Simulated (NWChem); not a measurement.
Species: GeSiH4S, singlet; SMILES [SiH3][Ge][SH]

```xyz
7

Ge    -0.7326     0.1809    -0.5674
S      0.8020     1.5009     0.4049
H      0.1494     2.6891     0.2163
Si     0.6713    -1.8169    -0.0893
H      1.9723    -1.5451     0.6245
H      0.9822    -2.5180    -1.3911
H     -0.1317    -2.7896     0.7428
```
Atoms are numbered in this order, from 1.

All runs: NWChem. Pople sets run with spherical d functions. Low-valent species are run as closed-shell singlets; no triplet was tried in these runs. Coordinates come from a PBE-D3(BJ)/def2-SVP optimisation. GIAO values for the isolated, static molecule; σ is the absolute isotropic shielding.

Task: Taking PBE/def2-TZVP as the yardstick, which of these has the fewest basis functions while keeping “σ Si4 (ppm)” within 10 ppm of it: PBE/6-311G**; PBE/def2-SVP; PBE/6-31G*?

Result: none of them.
```
level          basis functions  σ Si4 (ppm)
-------------  ---------------  -----------
PBE/6-31G*                  76        448.5
PBE/def2-SVP                88        465.8
PBE/6-311G**               120        412.1
PBE/def2-TZVP              146        392.9
```

The yardstick is one finite set, not the basis-set limit.
